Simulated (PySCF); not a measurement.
**Computed properties of C2H5Ga, SMILES [CH](=C)[GaH2]**

Ga(H)2(vinyl) (C2H5Ga), SMILES [GaH2][CH]=C. Coordinates come from a TPSSh-D3(BJ)/def2-SVP optimisation. One conformer was computed; it need not be the lowest. All values are computed for the isolated molecule unless a solvent is named; none is compared with measurement here.

**Structure.** The optimised structure has Cs symmetry. All 18 harmonic modes at TPSSh-D3(BJ)/def2-SVP (PySCF) are real, so it is a minimum. With heavy atoms numbered as in [GaH2:1][CH:4]=[CH2:5], the shortest bond between them is C4–C5 at 1.347 Å and the longest Ga1–C4 at 1.957 Å.

**Vibrations.** The strongest infrared lines (harmonic, unscaled, degenerate partners summed) lie at 1972 cm⁻¹ (234 km/mol, H 99 %), 1963 cm⁻¹ (164 km/mol, H 99 %), 752 cm⁻¹ (157 km/mol, H 98 %). The softest mode is at 163 cm⁻¹ and the zero-point energy is 34.3 kcal/mol.

**Electronic structure.** M06-2X/def2-TZVPD (PySCF) places the frontier levels at -9.18 and -1.15 eV, a gap of 8.03 eV, and gives a dipole moment of 0.71 D and a mean polarisability of 56.4 bohr³.

**Excitations.** TDDFT-CAM-B3LYP/def2-SVPD (PySCF) has S1 at 4.87 eV (255 nm, f = 0.002, dark); the most intense of the 10 singlets computed lies at 8.11 eV (f = 0.28). T1 (TDA) is at 3.88 eV. No vertical singlet excitation falls in the visible range (under 3.1 eV).

**NMR.** GIAO shifts at B3LYP/pcSseg-1 (PySCF) (non-relativistic, atoms alike by connectivity averaged): ¹³C from 156.0 to 161.4 ppm against TMS; ¹H from 6.3 to 7.5 ppm against TMS.
